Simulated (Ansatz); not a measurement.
Ansatz (a program for electronic structure) input:

Ansatz 0.2 input:
```yaml
crystal:
  periodic: [false, false, false]
  atoms:
    - {symbol: C, position_ang: [-1.71369687, 0.27146068, -0.36307152]}
    - {symbol: C, position_ang: [-0.23322890, 0.20286131, -0.19756214]}
    - {symbol: C, position_ang: [0.51109940, -0.61099113, 0.59558511]}
    - {symbol: C, position_ang: [1.90585978, -0.37398959, 0.47397538]}
    - {symbol: C, position_ang: [2.33846774, 0.60773928, -0.39291770]}
    - {symbol: S, position_ang: [0.83126654, 1.26191514, -1.09274843]}
    - {symbol: H, position_ang: [-2.09505038, 1.26722847, -0.11609004]}
    - {symbol: H, position_ang: [-2.19901545, -0.45544666, 0.29299049]}
    - {symbol: H, position_ang: [-2.00901605, 0.05473521, -1.39481382]}
    - {symbol: H, position_ang: [0.07089683, -1.36107010, 1.25068520]}
    - {symbol: H, position_ang: [2.62145877, -0.95730083, 1.05492838]}
basis:
  gaussian:
    orbitals: def2-TZVP
hamiltonian:
  xc: b3lyp
  dispersion: d3bj
total_charge: -1
relax: {f_tol: 0.002, max_steps: 150}
```

Q: Predict the final energy.

A: -591.81861 Eh (B3LYP-D3(BJ)/def2-TZVP). The basis has 222 functions. The run takes around 120 core-seconds (rough).

It need not be the lowest isomer of its formula. Whether it binds its extra electron was not tested at this geometry.
